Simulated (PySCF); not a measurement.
Ligands exchanged one at a time, B H-CH3. All species are isolated molecules in the gas phase. Strings in code marks are SMILES.

The T1 excitation (TDA) from two functionals at the same geometries (CAM-B3LYP-D3(BJ)/def2-TZVP), both in PySCF: PBE-D3(BJ)/def2-TZVP and TPSSh-D3(BJ)/def2-TZVP. Excitations are Tamm–Dancoff values on a coarser integration grid. The basis has no diffuse functions, so Rydberg states are missing or too high.

```tsv
species	TPSSh-D3(BJ)/def2-TZVP (eV)
1 of 3 H replaced by CH3 (`BC`)	5.31
2 of 3 H replaced by CH3 (`CBC`)	5.60
3 of 3 H replaced by CH3 (`CB(C)C`)	5.90
```

Task: What does PBE-D3(BJ)/def2-TZVP give for each?

Result: 
- 1 of 3 H replaced by CH3 (`BC`): 4.83
- 2 of 3 H replaced by CH3 (`CBC`): 5.19
- 3 of 3 H replaced by CH3 (`CB(C)C`): 5.59
Over these rows, drawn at random from the members with no instability flagged (it was tested for open shells, ions and some series alone), PBE minus TPSSh-D3(BJ): mean -0.41 eV, from -0.48 eV to -0.32 eV.
